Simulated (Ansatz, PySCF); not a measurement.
Gas-phase reaction R1 + R2 → P1 + P2, each structure at its B3LYP-D3(BJ)/def2-TZVP stationary point, reached from a drawn start (curvature not checked).
R1: H7NSi2 (SMILES [SiH3]N[SiH3]), charge 0, multiplicity 1.
R2: H2O (SMILES O), charge 0, multiplicity 1.
P1, H5NSi (SMILES N[SiH3]) (charge 0, multiplicity 1):
```json
[
 {"atom": "N", "x (Å)": "1.0069", "y (Å)": "-0.2015", "z (Å)": "0.2812"},
 {"atom": "Si", "x (Å)": "-0.6400", "y (Å)": "0.1602", "z (Å)": "-0.0772"},
 {"atom": "H", "x (Å)": "1.7458", "y (Å)": "0.3665", "z (Å)": "-0.1028"},
 {"atom": "H", "x (Å)": "1.3058", "y (Å)": "-1.1590", "z (Å)": "0.3799"},
 {"atom": "H", "x (Å)": "-1.4893", "y (Å)": "-0.6276", "z (Å)": "0.8456"},
 {"atom": "H", "x (Å)": "-0.8435", "y (Å)": "1.6114", "z (Å)": "0.1373"},
 {"atom": "H", "x (Å)": "-1.0856", "y (Å)": "-0.1500", "z (Å)": "-1.4639"}
]
```
P2, H4OSi (SMILES O[SiH3]) (charge 0, multiplicity 1, Z-matrix in Å and degrees):
```
Si
O 1 1.6528
H 2 0.9599 1 118.60
H 1 1.4757 2 105.81 3 -179.76
H 1 1.4842 4 109.91 2 120.67
H 1 1.4842 4 109.91 5 118.67
```

P less R. No zero-point or thermal terms.

Codes used: Ansatz (a first-principles code) with Gaussian orbitals; PySCF for the D3/D4 terms. No computed number here is a measurement.

Task: One of these levels gives -42.0 kJ/mol for the reaction energy. Which one is it?
A) HF/cc-pV(T+d)Z
B) B3LYP-D3(BJ)/def2-TZVPP
C) revPBE-D4/def2-TZVPP
D) revPBE/def2-TZVPP

Result: A, HF/cc-pV(T+d)Z. The others give -33.4 (revPBE/def2-TZVPP), -23.8 (revPBE-D4/def2-TZVPP), -30.5 (B3LYP-D3(BJ)/def2-TZVPP)
